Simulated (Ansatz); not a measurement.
`F[B]([SiH3])[AlH][AsH2]` + CH₃OH → `CO[AsH2]` + `F[B]([AlH2])[SiH3]` at 700 K and 1 bar (cleavage of the As–Al bond).

Isolated molecules relaxed with PBE0-D4/def2-TZVP in Ansatz; ΔE leaves out vibrations. CCSD(T)/CBS is the MP2 limit (def2-TZVPP, def2-QZVPP) plus CCSD(T) − MP2 in def2-TZVPP, frozen cores. This one scheme is used for every species. For As outer-core shells are correlated without core-valence functions, which leaves a few kJ/mol of doubt a bond. Scalar relativity is left out up to krypton. Each species was taken in one conformer, which may not be the lowest.

| species | CCSD(T)/CBS energy (Eh) | H − E (kJ/mol) | S (J/(mol·K)) |
| --- | --- | --- | --- |
| `F[B]([SiH3])[AlH][AsH2]` | -2894.30843 | 239.5 | 589.0 |
| CH₃OH | -115.61712 | 170.8 | 288.5 |
| `CO[AsH2]` | -2351.21577 | 205.2 | 375.1 |
| `F[B]([AlH2])[SiH3]` | -658.67346 | 193.2 | 484.6 |

H − E and S are ideal-gas, rigid-rotor, harmonic terms from PBE0-D4/def2-TZVP, for one conformer and one mirror image of each species. 1 Eh = 2625.50 kJ/mol, R = 8.31446 J/(mol·K).

Problem. By hand: ΔE, ΔH, ΔS and ΔG.

Solution. ΔE = (-2351.21577) + (-658.67346) − (-2894.30843) − (-115.61712) = 0.03632 Eh = 95.4 kJ/mol. Δ(H − E) = 205.2 + 193.2 − 239.5 − 170.8 = -11.9, so ΔH = 83.5 kJ/mol. ΔS = 375.1 + 484.6 − 589.0 − 288.5 = -17.8 J/(mol·K). ΔG = 83.5 − 700 × (-17.8)/1000 = 96.0 kJ/mol.

Problem. By hand: the equilibrium constant, and the temperature at which ΔG would vanish if ΔH and ΔS stayed fixed.

Solution. log₁₀ K = −ΔG/(RT ln 10) = -7.2. ΔH and −TΔS have one sign here, so there is no such temperature.

ΔH outweighs TΔS. A doubt of 5 kJ/mol in ΔE shifts log₁₀ K by 0.4 here. Other conformers and mirror images would add mixing entropy, several J/(mol·K) or more a flexible species. Modes under 60 cm⁻¹, often nearly free rotors, make the harmonic entropy too high. These are equilibria of isolated gas molecules and say nothing of rates. Largest T1 diagnostic: 0.015 (customary marks: 0.02 for closed shells, 0.045 for open ones).
